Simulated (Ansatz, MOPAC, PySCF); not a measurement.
Complex: dimethyl selenide (SMILES C[Se]C) (first 9 atoms) with H2O (SMILES O); geometry from B3LYP-D3(BJ)/def2-TZVP, rigid monomers moved along the line of their centres of mass till Se2···H12 is 2.88 Å.
(charge 0, multiplicity 1):
```xyz
12

C     -0.8942     1.6941    -0.2074
Se     0.5986     0.4493     0.0682
C     -0.4315    -1.2035    -0.1786
H     -1.6610     1.5131     0.5417
H     -0.4939     2.6989    -0.0909
H     -1.2924     1.5729    -1.2121
H     -1.2179    -1.2564     0.5702
H      0.2617    -2.0312    -0.0455
H     -0.8459    -1.2310    -1.1837
O     -1.3445     0.1714     3.2514
H     -1.0375     0.2161     4.1621
H     -0.5510     0.2928     2.7028
```

Interaction energies are E(AB) − E(A) − E(B) at the monomers' geometry in the complex; basis-set methods are counterpoise corrected. Rows marked so take none.

Correlated levels freeze the cores. Filled d and f shells under p-block atoms count as core. Rows in 6-31G*, STO-3G carry no dispersion term and start afresh at each structure (6-31G* with six Cartesian d functions); the Pople sets are all-electron and without relativity. MP2/6-31G* freezes PySCF's default core, which leaves 3d correlated. The state that AM1, PM3, PM6 reach isn't checked.

Run with Ansatz (an electronic-structure program); MOPAC for AM1, PM3, PM6 (differences of heats of formation); PySCF for 6-31G* rows, STO-3G rows, the dispersion terms. Each number belongs to the level named beside it.

Other levels give for the interaction energy: PBE/def2-TZVPPD -16.8; B3LYP/def2-TZVPPD -13.1; B3LYP-D3(BJ)/def2-TZVPPD -19.6; wB97M-V/def2-TZVPPD -18.2; CCSD(T)/aug-cc-pVDZ -16.9 kJ/mol.

Common cheap choices:

```json
[
 {"level": "AM1", "interaction energy (kJ/mol)": "-7.3"},
 {"level": "PM3", "interaction energy (kJ/mol)": "-16.4"},
 {"level": "PM6", "interaction energy (kJ/mol)": "-7.0"},
 {"level": "HF/STO-3G (no counterpoise)", "interaction energy (kJ/mol)": "-7.4"},
 {"level": "BP86/6-31G* (no counterpoise)", "interaction energy (kJ/mol)": "-17.2"},
 {"level": "B3LYP/6-31G* (no counterpoise)", "interaction energy (kJ/mol)": "-18.9"},
 {"level": "M06-2X/6-31G* (no counterpoise)", "interaction energy (kJ/mol)": "-22.2"},
 {"level": "MP2/6-31G*", "interaction energy (kJ/mol)": "-14.8"}
]
```
